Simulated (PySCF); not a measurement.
Compound: C₄H₆GeO.
Bonds: C1–C2 (double), C2–C3, C3–C4 (double), C4–O5, O5–Ge6, C2–C4. Hydrogens: H7, H8 on C1; H9 on C3; H10, H11, H12 on Ge6.

The calculation used PBE0-D3(BJ)/def2-SVP geometry optimisation, gas phase (PySCF).

Problem. Give the optimised bond lengths and angles.

Solution. 
| bond | length (Å) | order |
| --- | --- | --- |
| C1=C2 | 1.337 | double |
| C2–C3 | 1.452 | single |
| C3=C4 | 1.326 | double |
| C4–O5 | 1.307 | single |
| O5–Ge6 | 1.831 | single |
| C2–C4 | 1.431 | single |
| C1–H7 | 1.092 | single |
| C1–H8 | 1.091 | single |
| C3–H9 | 1.087 | single |
| Ge6–H10, Ge6–H11, Ge6–H12 | 1.532 | single |

Bonds in one row agree within 0.01 Å and their mean is given. Orders are formal, as drawn. A selection of angles:
| angle | degrees |
| --- | --- |
| C2–C1–H7 | 120.8 |
| C2–C1–H8 | 121.0 |
| H7–C1–H8 | 118.2 |
| C1–C2–C3 | 152.3 |
| C1–C2–C4 | 152.9 |
| C3–C2–C4 | 54.8 |
| C2–C3–C4 | 61.8 |
| C2–C3–H9 | 147.6 |
| C4–C3–H9 | 150.6 |
| C3–C4–O5 | 148.1 |
| C2–C4–C3 | 63.4 |
| C2–C4–O5 | 148.4 |
| C4–O5–Ge6 | 118.5 |
| O5–Ge6–H10 | 107.1 |
| O5–Ge6–H12 | 102.3 |
| H10–Ge6–H11 | 112.7 |

Torsions: C1–C2–C3–C4 180° (antiperiplanar); C2–C3–C4–O5 180° (antiperiplanar); C3–C4–O5–Ge6 180° (antiperiplanar); C1–C2–C4–C3 180° (antiperiplanar).

The 3-membered ring C2–C3–C4 has internal angles of 54.8° to 63.4°. The 6 heavy atoms lie in one plane (0.001 Å rms). The C–C distances run from 1.326 Å (C3=C4, drawn double) to 1.452 Å (C2–C3, drawn single), a spread of 0.126 Å. Ge6 (germanium bonded to O and 3 H) is distorted tetrahedral (angles from 102.3° to 113.3°). O5 (oxygen bonded to C and Ge) is bent (angle 118.5°).

Point group: Cs (every atom within 0.08 Å of its image). Not checked by PBE0-D3(BJ)/def2-SVP frequencies. The numbers are those of one conformer.

Hardware: an Arm Neoverse V2 with one thread, shared host with 192 logical CPUs at a one-minute load of 486. Cost: 61 s wall, 0.57 GiB resident at most. This is the geometry optimisation.
